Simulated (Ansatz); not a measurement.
A nudged elastic band was laid between two geometries of GaH5N2 + H4Si (13 atoms, charge 0, multiplicity 1).

Computed with Ansatz 0.2.0, RKS BLYP/def2-SVP.

```yaml
movable_images: 7
climbing_image: yes
spring: 5.0 eV/Å²
optimiser: quadratic models (default)
start_path: through a guess of the saddle point
force_threshold: 0.5 eV/Å
iteration_limit: 60
end_points: relaxed
```

First end point:

```xyz
13
Properties=species:S:1:pos:R:3
Ga 0.240 -0.951 -0.382
H 0.067 -2.075 0.695
N 1.653 -0.953 -1.556
H 2.442 -1.596 -1.468
H 1.865 -0.191 -2.204
N -0.928 0.489 -0.480
H -1.868 0.401 -0.082
H -0.962 1.083 -1.313
Si -0.386 3.207 1.514
H -0.230 4.447 2.353
H 0.227 3.471 0.174
H -1.850 2.922 1.376
H 0.311 2.079 2.207
```

Last end point:

```xyz
13
Properties=species:S:1:pos:R:3
Ga 0.264 1.069 -0.504
H -0.978 -1.445 2.219
N 1.679 0.399 -1.481
H 1.804 -0.592 -1.701
H 2.536 0.926 -1.658
N -1.028 -0.194 -0.061
H -1.079 -1.103 -0.532
H -1.964 0.098 0.232
Si 0.125 3.369 0.237
H 1.047 3.626 1.397
H 0.506 4.321 -0.863
H -1.271 3.712 0.680
H -1.058 -1.854 2.867
```

**Question.** Which bonds break or form, and what moves?

**Answer.** Bonds broken: Ga1–H2, Si9–H13. Bonds formed: Ga1–Si9, H2–H13. GaH5N2 + H4Si becomes GaH7N2Si + H2.

**Question.** Give the energies along the band, and the barrier.

**Answer.** The run converged. The highest image is number 4 of 0 to 8, 49.9 kcal/mol above the first end and 47.7 kcal/mol above the last; the last end lies 2.2 kcal/mol above the first. The threshold of 0.5 eV/Å is loose, so the images may lie well off the minimum-energy path. The profile has 2 maxima (images 4, 6) with wells between them (image 5): this band takes more than one step, which may be the mechanism or a detour left from its start path. Neighbouring images differ by up to 1.8 eV, so the band resolves the path poorly. The order of the point at the top wasn't checked. The orbitals stay closed-shell, which can raise the energy where a bond breaks towards radicals; this wasn't checked here.

| image | path coordinate (Å) | energy (kcal/mol) | Ga1–H2 (Å) | Si9–H13 (Å) | Ga1–Si9 (Å) |
| --- | --- | --- | --- | --- | --- |
| 0 | 0.00 | 0.0 | 1.57 | 1.50 | 4.61 |
| 1 | 1.34 | 0.3 | 1.57 | 1.50 | 4.17 |
| 2 | 2.69 | 1.6 | 1.57 | 1.50 | 3.92 |
| 3 | 4.03 | 7.9 | 1.57 | 1.51 | 3.50 |
| 4 | 5.38 | 49.9 | 1.76 | 1.97 | 2.74 |
| 5 | 7.56 | 7.5 | 3.01 | 3.17 | 2.43 |
| 6 | 9.75 | 8.7 | 3.25 | 3.44 | 2.43 |
| 7 | 11.94 | 3.0 | 3.20 | 4.49 | 2.42 |
| 8 | 14.12 | 2.2 | 3.91 | 5.97 | 2.42 |

**Question.** What is the geometry of the highest image?

**Answer.** 
```xyz
13
Properties=species:S:1:pos:R:3:forces:R:3
Ga 0.034 0.143 -0.187 -0.01 0.00 -0.05
H 0.171 -0.517 1.434 0.15 0.03 0.10
N 1.608 -0.253 -1.165 0.08 0.30 0.25
H 2.430 -0.319 -0.538 -0.16 -0.11 -0.13
H 1.818 0.549 -1.786 -0.03 -0.15 0.03
N -1.747 -0.113 -0.745 -0.21 0.39 -0.11
H -2.288 0.770 -0.721 0.13 -0.21 0.10
H -1.798 -0.412 -1.731 0.13 -0.13 0.06
Si 0.042 2.565 1.103 0.03 -0.15 0.08
H 0.897 2.829 2.314 0.01 0.10 0.02
H 0.604 3.390 -0.024 0.04 0.03 -0.01
H -1.349 3.066 1.384 -0.01 -0.02 0.01
H 0.160 0.634 1.495 -0.15 -0.08 -0.35
```

The band took 20 iterations and roughly 11 core-minutes.

The run took 3 min on 4 threads of Arm Neoverse V2 (shared host), peak memory 0.19 GiB.
